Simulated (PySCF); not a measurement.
Delta-SCF ions had no search for a lower state. Excitations are Tamm–Dancoff values on a coarser integration grid. The basis has no diffuse functions, so Rydberg states are missing or too high.

boron nitride flake of 2 rings (naphthalene shape) `B1NBN2BNBNB2N1` (charge 0, multiplicity 1)

The numbers are results of CAM-B3LYP-D3(BJ)/def2-SVP // PBE0-D3(BJ)/def2-SVP in PySCF 2.14.0, not measurements.

```yaml
HOMO: -8.73 eV
dipole_moment: 1.54 D
LUMO: 1.27 eV
HOMO–LUMO gap: 10.00 eV
S1 excitation (TDA): 6.73 eV
S1 oscillator strength: 0.006
brightest of the four lowest singlets (TDA): 7.80 eV
T1 excitation (TDA): 6.21 eV
S1–T1 gap (TDA): 0.52 eV
vertical ionisation energy (Delta-SCF): 9.42 eV
total_energy: -10960.98 eV
cost: roughly 17 core-minutes
```

Bond lengths (Å): B1–N2 1.429, B1–N10 1.422, B1–H11 1.210, N2–B3 1.423, N2–H12 1.011, B3–N4 1.442, B3–H13 1.209, N4–B5 1.442, N4–B9 1.454, B5–N6 1.423, B5–H14 1.209, N6–B7 1.429, N6–H15 1.011, B7–N8 1.422, B7–H16 1.210, N8–B9 1.435, N8–H17 1.012, B9–N10 1.435, N10–H18 1.012. Angles (°): N2–B1–N10 117.4, N2–B1–H11 121.4, N10–B1–H11 121.2, B1–N2–B3 122.9, B1–N2–H12 118.7, B3–N2–H12 118.4, N2–B3–N4 118.9, N2–B3–H13 120.5, N4–B3–H13 120.6, B3–N4–B5 120.7, B3–N4–B9 119.7, B5–N4–B9 119.7, N4–B5–N6 118.9, N4–B5–H14 120.6, N6–B5–H14 120.5, B5–N6–B7 122.9, B5–N6–H15 118.4, B7–N6–H15 118.7, N6–B7–N8 117.4, N6–B7–H16 121.4, N8–B7–H16 121.2, B7–N8–B9 122.5, B7–N8–H17 118.1, B9–N8–H17 119.4, N4–B9–N8 118.6, N4–B9–N10 118.6, N8–B9–N10 122.7, B1–N10–B9 122.5, B1–N10–H18 118.1, B9–N10–H18 119.4.
Charge 0, spin multiplicity 1.
